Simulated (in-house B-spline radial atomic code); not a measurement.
A fraction x of an electron is removed from 3d in the nickel ion Ni⁺, starting from [Ar] 3d9 and keeping the highest spin. Computed with a B-spline radial code for spherical atoms: non-relativistic r2SCAN, spin-polarised, spherical fractional occupations, point nucleus.

```tsv
x	E(x) - E(0) (eV)	3d down level (eV)
0	0.0000	-12.342
0.03	0.3761	-12.733
0.14	1.8567	-14.195
0.34	4.9709	-16.972
0.47	7.2990	-18.854
0.5	7.8713	-19.297
0.72	12.4808	-22.635
0.8	14.3415	-23.887
0.99	19.1683	-26.940
1	19.4385	-27.103
```

The exact functional would give a straight line between the two integer points. Deviations E(x) - E(0) - x[E(1) - E(0)], in eV: -0.207 at x = 0.03, -0.865 at x = 0.14, -1.638 at x = 0.34, -1.837 at x = 0.47, -1.848 at x = 0.5, -1.515 at x = 0.72, -1.209 at x = 0.8, -0.076 at x = 0.99.

The curve lies below the straight line by up to 1.848 eV (at x = 0.5): convex, the delocalisation error that favours fractional charges.

Problem. How well does Slater's transition state (minus the level at half occupation) give the ionisation energy?

Solution. It gives 19.297 eV against 19.439 eV from the two total energies; NIST lists 18.17 eV, ground level to ground level.
